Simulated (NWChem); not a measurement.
# Correlation energy of CH4N

```
C
H 1 1.1021
H 1 1.1118 2 108.04
H 1 1.1118 2 108.04 3 -113.24
N 1 1.4347 2 111.30 3 123.38
H 5 1.0334 1 106.27 2 180.00
```
Charge 0, spin multiplicity 2.

Everything below was run with NWChem. Structure: optimised with UB3LYP/def2-SVP, a minimum by its harmonic frequencies.

Basis set: 6-311G**. Each correlation energy counts from its own Hartree-Fock reference.

The correlated methods keep 2 core orbitals frozen. The Pople sets run with spherical d functions. The structure started from a generated list of species. The unpaired electrons of the parent sit in orbitals of symmetry a" (Cs labels of the run); other states weren't searched. No SCF solution was tested for a lower state. Open-shell Hartree-Fock references start from PBE0 orbitals. Coupled-cluster values serve here as a point of comparison, not as the truth.

### Question
For the correlation energy, CCSD on ROHF gives -339.3 mHa and SCS-UMP2 gives -303.8 mHa. What do CCSD[T] on ROHF, CCSD on UHF, CCSD(T) on ROHF give?

### Answer
CCSD[T] on ROHF: -349.1 mHa; CCSD on UHF: -334.4 mHa; CCSD(T) on ROHF: -348.8 mHa.
